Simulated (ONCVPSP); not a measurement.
## Configuration tests for aluminium (Al) (ONCV)

Al, optimised norm-conserving Vanderbilt (ONCV), made with ONCVPSP 4.0.1 (PBEsol, scalar-relativistic). Core [Ne], reference 3s1 (charge +2). Waves: 3s: rc 1.70 bohr, ncon 4, nbas 8, qcut 4.9 1/bohr, 1 projector; p scattering state at 0.02 Ha: rc 1.55 bohr, ncon 3, nbas 7, qcut 5 1/bohr, 2 projectors, debl 2.3 Ha; d scattering state at 0.34 Ha: rc 1.65 bohr, ncon 4, nbas 9, qcut 5.6 1/bohr, 1 projector. Local part: polynomial inside 1.45 bohr (lpopt 5, dvloc0 0 Ha). Core correction: Teter function, fcfact 5.75, rcfact 1.2.

In the p channel the program set the typed energies aside and used 0.050, 2.350 Ha.

Energies are relative to the spin-unpolarised reference configuration 3s1; without spin polarisation the order of configurations can differ from experiment.

Question: Give the all-electron excitation energy and the error of the potential for: 3s2 3p1; 3s2; 3s2 3p0.5; 3s0 3p3.

Answer:

```csv
valence configuration,charge,ΔE all-electron (eV),error AE − PS (meV)
3s2 3p1,0,-24.907,+37
3s2,+1,-19.171,+6.1
3s2 3p0.5,+0.5,-22.833,+24
3s0 3p3,0,-14.501,+90
```

Levels in the configuration 3s2 3p1:

```csv
level,all-electron (eV),pseudo (eV)
3s,-7.715,-7.711
3p,-2.690,-2.710
```
